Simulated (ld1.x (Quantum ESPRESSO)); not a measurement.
zinc, TM: configuration errors across variants

* Element: zinc (Zn)
* Generator: ld1.x (Quantum ESPRESSO) 7.5
* Type: norm-conserving Troullier–Martins (Kleinman–Bylander form)
* Functional: BLYP
* Relativity: scalar-relativistic
* Frozen core: [Ne]
* Valence charge: 20
* Reference configuration: 3s2 3p6 3d9 4s0 4p0 (charge +3)
* Partial waves: 3s (bound): rc 0.80 bohr; 3p (bound): rc 0.85 bohr; 3d (bound): rc 1.45 bohr
* Local potential: all-electron potential smoothed inside 0.95 bohr (lloc = -1)
* Core correction: a·sin(br)/r model core, default radius (core density twice the valence density)

All-electron excitation energies from the reference (eV): (1) 3s2 3p6 3d10 4s2 4p0 -69.143; (2) 3s2 3p6 3d10 4s1 4p0 -59.203; (3) 3s2 3p6 3d10 4s0 4p0 -40.545; (4) 3s2 3p6 3d8 4s0 4p0 61.787; (5) 3s2 3p5 3d10 4s2 4p0 22.699; (6) 3s2 3p6 3d10 4s0 4p1 -52.849; (7) 3s2 3p6 3d9 4s2 4p0 -51.331.

Tests that are not counted but printed errors over 1 eV. “all radii but the core radius scaled by about 1.23 (s 0.98, p 1.04, d 1.78 bohr); local potential all-electron potential smoothed inside 1.16 bohr (lloc = -1)”: 3s2 3p6 3d10 4s2 4p0 (solver errors, printed error -5724 eV); 3s2 3p6 3d9 4s2 4p0 (solver errors, printed error -4366 eV); 2 more.

A true bound ghost makes a file unfit for plane-wave use even where its test errors are small: the radial tests pick states by their node count and pass the ghost by. Where a test does run into it, the solver fails or the error is huge.

Errors AE − PS in meV (a dash: test not solved or not reliable):

```tsv
change	(1)	(2)	(3)	(4)	(5)	(6)	(7)	bound ghosts
base	-79	-44	+21	+80	-234	+29	-95	none
all radii but the core radius scaled by about 0.75 (s 0.60, p 0.64, d 1.08 bohr); local potential all-electron potential smoothed inside 0.72 bohr (lloc = -1)	+211	+136	+3.1	+7.3	+369	+16	+363	none
all radii but the core radius scaled by about 0.95 (s 0.76, p 0.80, d 1.38 bohr); local potential all-electron potential smoothed inside 0.90 bohr (lloc = -1)	+15	+19	+25	+86	-41	+1832	+42	none
all radii but the core radius scaled by about 1.12 (s 0.90, p 0.96, d 1.62 bohr); local potential all-electron potential smoothed inside 1.06 bohr (lloc = -1)	-421	-254	+44	+144	-911	+13	-650	none
all radii but the core radius scaled by about 1.23 (s 0.98, p 1.04, d 1.78 bohr); local potential all-electron potential smoothed inside 1.16 bohr (lloc = -1)	–	–	+85	+238	–	+6.4	–	s
all radii but the core radius scaled by about 1.31 (s 1.04, p 1.12, d 1.90 bohr); local potential all-electron potential smoothed inside 1.24 bohr (lloc = -1)	+3367	+2227	+143	+355	+5661	+12	+5456	none
all radii but the core radius scaled by about 1.36 (s 1.08, p 1.16, d 1.98 bohr); local potential all-electron potential smoothed inside 1.30 bohr (lloc = -1)	+1361	+945	+163	+394	+2035	-3.7	+2244	none
```

**Question.** Give the same row for: all radii but the core radius scaled by about 0.83 (s 0.66, p 0.70, d 1.20 bohr); local potential all-electron potential smoothed inside 0.78 bohr (lloc = -1).

**Answer.** +150, +97, +4.2, +19, +249, +11, +268; bound ghosts: none.
